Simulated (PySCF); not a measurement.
Ge(OH)(NH2) (GeH₃NO), SMILES [NH2][Ge][OH] (connectivity only; charge and spin as stated), neutral, multiplicity 1.

Geometry optimised at r2SCAN-D4/def2-TZVP. One conformer was computed; it need not be the lowest.

Method: HF/def2-TZVPD in PySCF.

The molecule is in vacuum.

```
Quantity                                                                                                       Result
---------------------------------------------------------------------------------------------  ----------------------
total energy                                                                                      -2206.52632 hartree
point group                                                                                                        Cs
highest occupied level                                                                                       -9.88 eV
lowest empty level                                                                                            1.66 eV
orbital gap                                                                                                  11.54 eV
dipole moment                                                                                                  2.61 D
quadrupole, principal values (traceless, Buckingham form, about the centre of nuclear charge)  -2.89, -0.98, 3.87 D·Å
mean static polarisability                                                                       43.9 bohr³ (6.51 Å³)
polarisability, principal values                                                               38.6, 44.1, 49.2 bohr³
```
